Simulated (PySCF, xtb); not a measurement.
CH₈N₂OSi, SMILES CN[Si@@H](N)O. One conformer was computed; it need not be the lowest.

Harmonic wavenumbers (cm⁻¹) from GFN2-xTB (xtb) at its own minimum, in rising order: 81, 83, 133, 158, 195, 239, 258, 287, 344, 507, 674, 732, 760, 770, 838, 900, 942, 1065, 1116, 1166, 1369, 1424, 1495, 1505, 1509, 2239, 2882, 2960, 3030, 3437, 3515, 3560, 3706.

**Question.** What does PBE-D3(BJ)/def2-SVP (PySCF 2.14.0) give at its own minimum? (The exact figures need the calculation; the answer reports its results.)

**Answer.** 84, 153, 192, 222, 258, 283, 325, 368, 396, 489, 710, 741, 769, 819, 850, 898, 943, 1057, 1105, 1144, 1351, 1397, 1413, 1452, 1476, 2108, 2908, 2967, 3033, 3509, 3515, 3619, 3772. Paired by order, the mean absolute difference is 38 cm⁻¹ and the zero-point energies are 62.7 and 63.4 kcal/mol.
